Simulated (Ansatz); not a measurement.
The cluster Be₄S₄⁺. The state is a doublet with charge 1. Geometry PBE-D4/def2-SVP.

```csv
atom,x (Å),y (Å),z (Å)
Be1,0.990,-1.437,0.991
Be2,-1.091,0.338,0.488
Be3,1.650,0.513,-0.351
Be4,-1.117,1.112,-1.568
S5,-0.805,-1.223,1.715
S6,0.241,1.884,-0.334
S7,2.600,-1.092,0.020
S8,-2.467,-0.096,-0.961
```

LC-ωPBE has ω = 0.4 bohr⁻¹. Another isomer (doublet) lies 0.90 eV lower at PBE0-D4/def2-TZVP; other spin states weren't run for this one.

(1) Estimate the α-spin orbital energies around the gap (eV) in Ansatz with HF/STO-3G, r2SCAN-D4/def2-TZVP, B97M-V/def2-TZVP, PBE0-D4/def2-SVP, LC-ωPBE/def2-TZVP.

## Answers

(1) 
```csv
orbital,HF/STO-3G,r2SCAN-D4/def2-TZVP,B97M-V/def2-TZVP,PBE0-D4/def2-SVP,LC-ωPBE/def2-TZVP
HOMO−5,-14.85,-12.83,-12.86,-14.11,-16.67
HOMO−4,-14.54,-12.53,-12.58,-13.80,-16.41
HOMO−3,-13.37,-12.42,-12.47,-13.60,-15.68
HOMO−2,-13.26,-12.03,-12.02,-13.22,-15.36
HOMO−1,-12.63,-11.64,-11.59,-12.72,-14.96
HOMO,-11.72,-11.44,-11.41,-12.54,-14.55
LUMO,-1.00,-6.92,-7.07,-6.72,-4.48
LUMO+1,-0.13,-6.77,-6.78,-6.56,-4.21
LUMO+2,0.90,-6.13,-6.11,-5.83,-3.47
LUMO+3,1.29,-5.15,-5.17,-4.96,-2.81
LUMO+4,2.23,-4.88,-4.93,-4.61,-2.59
LUMO+5,2.31,-4.77,-4.80,-4.56,-2.40
β HOMO,-11.32,-11.23,-11.23,-12.15,-14.14
β LUMO,-3.28,-10.47,-10.51,-10.17,-7.94
```
